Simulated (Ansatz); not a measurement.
Process, species as SMILES: C=C[Si](F)(C=C)C=C [tris(ethenyl)-fluorosilane] + 10 [H][H] (H2) -> 6 C (CH4) + F (HF) + [SiH4] (SiH4)
Geometries: B3LYP-D3(BJ)/def2-TZVP minima from Ansatz (a first-principles code), one conformer each, not searched for the lowest.
Geometry of the first species:
```
Si
F 1 1.6151
C 1 1.8562 2 107.58
C 3 1.3319 1 123.49 2 -135.02
H 4 1.0849 3 121.62 1 1.26
H 4 1.0851 5 116.02 3 -179.95
H 3 1.0882 4 118.12 5 179.99
C 1 1.8562 2 107.58 3 -120.00
C 8 1.3319 1 123.49 2 -135.02
H 9 1.0849 8 121.62 1 1.26
H 9 1.0851 10 116.02 8 -179.95
H 8 1.0882 9 118.12 10 179.99
C 1 1.8562 2 107.58 3 120.00
C 13 1.3319 1 123.49 2 -135.02
H 14 1.0849 13 121.62 1 1.26
H 14 1.0851 15 116.02 13 -179.95
H 13 1.0882 14 118.12 15 179.99
```

Property: energy of full hydrogenation (electronic energy difference), in kJ/mol. Cores are frozen in the correlated levels unless marked. Spin-orbit coupling is left out. Non-relativistic. Basis-set limits of correlation are two-point, X^-3; Hartree-Fock from the larger set. [CCSD(T)-MP2]/basis is that difference in the basis named.

```
level                                                                             program  energy of full hydrogenation (kJ/mol)  minus last row
-------------------------------------------------------------------------  --------------  -------------------------------------  --------------
SVWN5/def2-TZVPD                                                                   Ansatz                                 -747.7          -102.3
PBE-D3(BJ)/def2-TZVPD                                                      Ansatz + dftd3                                 -662.6           -17.2
B3LYP/def2-TZVPD                                                                   Ansatz                                 -688.3           -42.9
PBE0-D3(BJ)/def2-TZVP                                                      Ansatz + dftd3                                 -709.6           -64.2
PBE0-D3(BJ)/def2-TZVPD                                                     Ansatz + dftd3                                 -714.7           -69.3
BHLYP-D4/def2-TZVPD                                                        Ansatz + dftd4                                 -703.9           -58.5
r2SCANh-D4/def2-TZVPD                                                      Ansatz + dftd4                                 -680.0           -34.6
LC-wPBE-D3(BJ)/def2-TZVPD                                                  Ansatz + dftd3                                 -732.1           -86.7
LC-wPBE/def2-TZVPD                                                                 Ansatz                                 -758.7          -113.3
wB97M-V/def2-TZVPD                                                                 Ansatz                                 -664.8           -19.4
B2PLYP/def2-TZVPD                                                                  Ansatz                                 -662.5           -17.1
MP2/cc-pV(D+d)Z                                                                    Ansatz                                 -686.4           -41.0
RI-MP2/CBS(aug-cc-pV(T+d)Z,aug-cc-pV(Q+d)Z)                                        Ansatz                                 -631.8            13.6
SCS-MP2/6-31G                                                                      Ansatz                                 -604.6            40.8
CCSD/STO-3G                                                                        Ansatz                                 -753.9          -108.5
CCSD/6-31G*                                                                        Ansatz                                 -588.3            57.1
CCSD/cc-pV(T+d)Z                                                                   Ansatz                                 -695.1           -49.7
CCSD(T)/6-31G*                                                                     Ansatz                                 -544.1           101.3
CCSD(T)/aug-cc-pV(D+d)Z                                                            Ansatz                                 -694.9           -49.5
CCSD(T)/cc-pwCVTZ                                                                  Ansatz                                 -653.2            -7.8
RI-MP2/CBS(aug-cc-pV(T+d)Z,aug-cc-pV(Q+d)Z)+[CCSD(T)-MP2]/aug-cc-pV(T+d)Z          Ansatz                                 -645.4             0.0
```
